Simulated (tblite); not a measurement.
Compound: C₅H₈FO (doublet state).
Geometry (GFN2-xTB, Å), atoms numbered from 1 in this order:
```xyz
15
C5H8FO angstrom
C      1.8080    0.5696   -0.0644
C      1.0863   -0.5910    0.4742
C     -0.4399   -0.5407    0.2530
F     -0.9861   -1.6600    0.8479
C     -0.9570   -0.2947   -1.1668
O     -1.4831    0.9758   -0.7774
C     -1.1782    0.7553    0.6011
H      2.0319    0.6398   -1.1102
H      2.0621    1.3980    0.5657
H      1.4223   -1.5174   -0.0049
H      1.2362   -0.6772    1.5535
H     -0.2051   -0.2121   -1.9529
H     -1.7464   -0.9894   -1.4683
H     -2.0797    0.5941    1.1988
H     -0.5757    1.5578    1.0289
```

Structure optimised with GFN2-xTB, isolated species. This method treats the open shell by occupation alone, without spin polarisation.

Masses are those of the commonest isotopes; rigid-rotor values at the optimised geometry. The values belong to one conformer with, in the numbering `[CH2:1][CH2:2][C:3]1([F:4])[CH2:5][O:6][CH2:7]1`, H–C1–C2–C3 -79° and 96°, C1–C2–C3–F4 -178°.

(1) What are A, B and C (GHz)?

(2) Classify the top.

(3) Is it planar, by Δ = Ic − Ia − Ib?

(4) Where do the levels up to J = 5 lie, in K?

## Answers

(1) Ia = 151.21, Ib = 185.99, Ic = 257.30 u·Å²; 505379 MHz·u·Å²/I gives 3342, 2717 and 1964 MHz, that is A = 3.3423, B = 2.7172, C = 1.9642 GHz.

(2) An asymmetric top; Ray's κ = 0.093.

(3) Not planar: Δ = Ic − Ia − Ib = -79.90 u·Å². For a rigid frame Δ = −2 Σ m c², so Σ m c² = 39.95 u·Å² lies off the ab plane: 14.28 from hydrogen and 25.67 from heavier atoms. The atom farthest from that plane is 1.76 Å away.

(4) Above 0(0,0), as E/k:
J = 1: 1(0,1) 0.225, 1(1,1) 0.255, 1(1,0) 0.291
J = 2: 2(0,2) 0.655, 2(1,2) 0.668, 2(1,1) 0.776, 2(2,1) 0.866, 2(2,0) 0.885
J = 3: 3(0,3) 1.274, 3(1,3) 1.278, 3(1,2) 1.488, 3(2,2) 1.540, 3(2,1) 1.614, 3(3,1) 1.790, 3(3,0) 1.797
J = 4: 4(0,4) 2.079, 4(1,4) 2.080, 4(1,3) 2.401, 4(2,3) 2.424, 4(2,2) 2.589, 4(3,2) 2.714, 4(3,1) 2.753, 4(4,1) 3.031, 4(4,0) 3.033
J = 5: 5(0,5) 3.071, 5(1,5) 3.071, 5(1,4) 3.500, 5(2,4) 3.507, 5(2,3) 3.789, 5(3,3) 3.859, 5(3,2) 3.972, 5(4,2) 4.195, 5(4,1) 4.212, 5(5,1) 4.591, 5(5,0) 4.592

For this open shell read J as N, the rotation without spin; fine and hyperfine splittings come on top. Its lowest GFN2-xTB frequency is 19i cm⁻¹, too small to tell a flat minimum from a shallow saddle. No vibrational averaging or centrifugal distortion is included, and the geometry carries the error of its method.

The run took 0.35 s on Arm Neoverse V1, one thread, no GPU, shared host with 32 logical CPUs at a one-minute load of 34. This is the geometry optimisation.

The numbers are calculated, not measured.
